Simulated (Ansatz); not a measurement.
Geometry optimisation, RKS r2SCANh/def2-SVP in Ansatz.

input.yaml

```yaml
crystal:
  periodic: [false, false, false]
  atoms:
    - { symbol: "N", position_ang: [-0.3331, 1.7659, -0.4884] }
    - { symbol: Si, position_ang: [1.003, 0.6804, -0.4549] }
    - { symbol: Al, position_ang: [0.3352, -1.3111, 0.6185] }
    - { symbol: Se, position_ang: [-1.3804, -2.6002, -0.2423] }
    - { symbol: H, position_ang: [-0.6788, 1.9549, 0.4713] }
    - { symbol: H, position_ang: [-1.1627, 1.3243, -0.9798] }
    - { symbol: H, position_ang: [2.1472, 1.3073, 0.2812] }
    - { symbol: H, position_ang: [1.4703, 0.3919, -1.8341] }
    - { symbol: H, position_ang: [1.1291, -1.764, 2.0001] }
    - { symbol: H, position_ang: [-2.4468, -1.8006, 0.6314] }
basis:
  gaussian: { orbitals: def2-SVP }
hamiltonian:
  xc: r2scanh
relax:
  f_tol: 0.015
  max_steps: 40
```

Launched with:

```bash
$ ansatz run input.yaml --threads 2 --pin off --max-ram 3072MiB --backend cpu --events-out ev --progress --plain --runs-dir out
```

Q: Where does it end, and by what steps?

A: The forces met the threshold. After 30 steps the energy has fallen by 0.772 eV; Se4 moved furthest, 1.51 Å.

```csv
step,energy less start (eV),largest force component (eV/Å),accepted
0,0.0000,2.519,yes
2,-0.3801,0.359,yes
4,-0.4335,0.875,yes
6,-0.5839,0.749,yes
8,-0.6938,0.328,yes
10,-0.6072,0.637,no
12,-0.7293,0.154,yes
14,-0.7344,0.031,yes
16,-0.7366,0.105,yes
18,-0.7409,0.164,yes
20,-0.7496,0.218,yes
22,-0.7558,0.176,yes
24,-0.7646,0.129,yes
26,-0.7685,0.247,yes
28,-0.7712,0.036,yes
30,-0.7717,0.013,yes
```

```xyz
10
Properties=species:S:1:pos:R:3
N -0.307 1.776 -0.776
Si 1.056 0.785 -0.307
Al 0.326 -1.378 0.610
Se -1.999 -1.483 0.554
H -0.908 2.124 -0.036
H -0.885 1.444 -1.542
H 1.859 1.559 0.691
H 1.914 0.593 -1.518
H 1.099 -2.642 1.191
H -2.073 -2.829 1.137
```

Whether the end is a true minimum wasn't checked by a vibrational analysis.

Time of the run: 51 s on 2 threads of AMD EPYC 9R45 96-Core Processor (Zen 5), on a shared host, peak memory 0.31 GiB.
